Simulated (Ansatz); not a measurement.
CH$_{6}$SeSi (`C[Se][SiH3]`), relaxed with RKS PBE-D4/def2-SVP in Ansatz 0.2.0 from a rough embedded geometry. The force threshold is 0.03 eV/Å; the program also tests the step.

The species carries charge 0 and has multiplicity 1.

Start:

```xyz
9

C    -1.320   -0.661    0.220
Se   -0.542   -0.068   -1.391
Si    1.315    0.620   -0.264
H    -0.746   -1.424    0.665
H    -2.372   -1.110    0.025
H    -1.509    0.195    0.956
H     2.284    1.220   -1.279
H     1.934   -0.485    0.364
H     0.957    1.713    0.705
```

```csv
step,energy (eV),largest force (eV/Å),largest move (Å)
1,-74335.3210,3.595,0.000
2,-74335.5844,1.057,0.155
3,-74335.6159,0.499,0.200
4,-74335.6408,0.070,0.098
5,-74335.6414,0.040,0.008
6,-74335.6416,0.015,0.014
```

End:

```xyz
9

C    -1.438   -0.702    0.263
Se   -0.512   -0.046   -1.357
Si    1.386    0.683   -0.300
H    -0.862   -1.517    0.740
H    -2.414   -1.095   -0.076
H    -1.606    0.124    0.980
H     2.272    1.239   -1.377
H     2.092   -0.441    0.412
H     1.081    1.755    0.714
```

It took 17 s on 2 threads of a server CPU on a shared host, with 0.14 GiB of host memory at the peak.
